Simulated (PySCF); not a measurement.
An unknown shows these calculated signals:

1H NMR (300 MHz, computed): δ 6.31 (m, 1H), 6.11 (m, 1H), 4.92 (s, 3H), 2.26 (s, 3H).

13C{1H} NMR (computed): δ 166.2 (C), 126.8 (CH), 108.3 (C), 105.9 (CH), 102.7 (C), 74.3 (C), 5.9 (CH3).

All values are calculated (PySCF 2.14.0 with density-fitted response routines): PBE0-D3(BJ)/def2-SVP geometry, shielding tensors at PBE0/pcSseg-1 (GIAO). A single conformation, in vacuum, relativity neglected, averaged over atoms made equivalent by symmetry, fast rotation or ring inversion.

References, each an isolated molecule treated in the same way: 1H, 13C against TMS.

Question: Which of these does the molecule contain: a Si–H bond, an N-methyl group, a heteroaromatic ring, a ketone, a C≡C triple bond, a CH3CH2 unit?

Answer: 
- A Si–H bond: yes (δH 4.92 (s)).
- An N-methyl group: no.
- A heteroaromatic ring: yes.
- A ketone: no.
- A C≡C triple bond: yes (δC 102.7, 74.3).
- A CH3CH2 unit: no.

The data belong to `CC#Cc1c(F)ccn1[SiH3]`, C7H8FNSi; they needn't prove each group on their own.

Carbon signals by region: 1 in the far downfield region (above 160 ppm), 4 in the sp2 and nitrile region (100–160 ppm), 1 at 50–100 ppm, 1 below 50 ppm. Above 160 ppm: 166.2, aromatic carbon bearing fluorine.

Splittings by 19F in the carbon and heteronuclear signals aren't shown, as no couplings were computed. Shifts are as computed. Against solution values, carbons near 30 ppm lie about +2 ppm off and those near 130 ppm about +5 ppm. Of 1211 compounds with measured shifts, 218 miss one by over three times the rms of a fit or turn the order of signals round; such compounds aren't used in these exercises. No couplings were computed; multiplicities are counted from neighbouring protons, with m where these are inequivalent, close in shift, in a saturated or five-membered ring or joined by F or P, and br s for small geminal =CH2 splittings.
